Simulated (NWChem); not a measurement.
# CsCl; SMILES [Cl][Cs]

```xyz
2

Cs     0.0000     0.0000    -0.7098
Cl     0.0000     0.0000     2.2303
```
Atoms are numbered in this order, from 1.

Structure relaxed at the PBE-D3(BJ)/def2-SVP level. def2 effective core potentials on Cs; no spin-orbit coupling.

### Question
List the 4 lowest vertical singlet excitations from PBE0/def2-SVPD with def2 effective core potentials on Cs, TDA (NWChem).

### Answer
| state | energy (eV) | oscillator strength | leading excitation (squared amplitude) |
|---|---|---|---|
| S1 | 3.98 | 0.007 | HOMO → LUMO (0.98) |
| S2 | 3.98 | 0.007 | HOMO−1 → LUMO (0.98) |
| S3 | 4.10 | 0.064 | HOMO−2 → LUMO (0.97) |
| S4 | 5.27 | 0.007 | HOMO−1 → LUMO+1 (0.43) |
